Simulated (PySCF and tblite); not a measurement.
Results of a calculation; reference values are marked as such.
Molecule: C3H6OSe, numbered as in [CH2:1]1[CH2:2][Se:3][CH2:4][O:5]1; H are named by their carrier, a and b as at the first point (Å):

```
C1      -0.439   -0.763   -0.593
C2      -1.113    0.179    0.408
Se3     -0.036    1.823    0.390
C4       1.409    0.498    0.078
O5       0.907   -0.392   -0.845
H1a     -0.466   -1.789   -0.204
H1b     -0.944   -0.743   -1.563
H2a     -2.142    0.402    0.135
H2b     -1.084   -0.222    1.423
H4a      1.635    0.037    1.051
H4b      2.296    0.972   -0.339
```

The ring 1–2–3–4–5 is held at Altona–Sundaralingam phase angles P (ν_j = ν_max cos(P + 144°(j − 2)), ν_j about the bond from ring atom j to j + 1, counted from 0) and the rest relaxed at GFN2-xTB. Energies: BHandHLYP/pcSseg-1 + D3(BJ). Couplings: B3LYP/pcseg-1 with H pcJ-1, gas phase, for ¹H. Programs: tblite and PySCF.

Spin–orbit effects of heavy atoms are missing.

Q: How do the most sensitive couplings change along the phase angle P?

A: 
```
phase angle P °  ³J(H1a,H2a)  ³J(H1b,H2b)  ³J(H1b,H2a)  ³J(H1a,H2b)  ⁴J(H2a,H4b)  ⁴J(H2b,H4a)  ²J(H4a,H4b)  ⁴J(H1b,H4b)  ²J(H2a,H2b)
              0          1.3         11.0          9.4         11.0         -0.9          0.8         -5.6         -1.1        -10.8
             72         12.2          0.6          6.8          5.5         -0.9         -1.1         -3.7         -0.2         -9.0
            144         13.3          0.6          7.4          5.7          0.7         -1.4         -5.1         -0.9        -10.7
            216          3.3          7.4         11.4         11.7          0.3         -1.3         -5.2          0.7         -9.1
            288          0.8         12.5          4.4          5.8         -1.8          0.2         -3.6          0.8        -10.0
```
Values in Hz.

Q: Set ³J(H1a,H2a) against its H–C–C–H torsion.

A: -165°: 12.2 Hz, -163°: 13.3 Hz, -111°: 3.3 Hz, -99°: 1.3 Hz, -78°: 0.8 Hz.

Q: With the energies 3.23, 0.00, 2.95, 2.11, 1.76 kcal/mol at these points, what are the Boltzmann averages at 298 K?

A: ³J(H1a,H2a) 11.4, ³J(H1b,H2b) 1.4, ³J(H1b,H2a) 6.9, ³J(H1a,H2b) 5.7, ⁴J(H2a,H4b) -0.9, ⁴J(H2b,H4a) -1.0, ²J(H4a,H4b) -3.7, ⁴J(H1b,H4b) -0.2, ²J(H2a,H2b) -9.1 Hz, over these points alone; points not sampled, such as mirror images that interchange a and b, would even out couplings that symmetry makes equal.
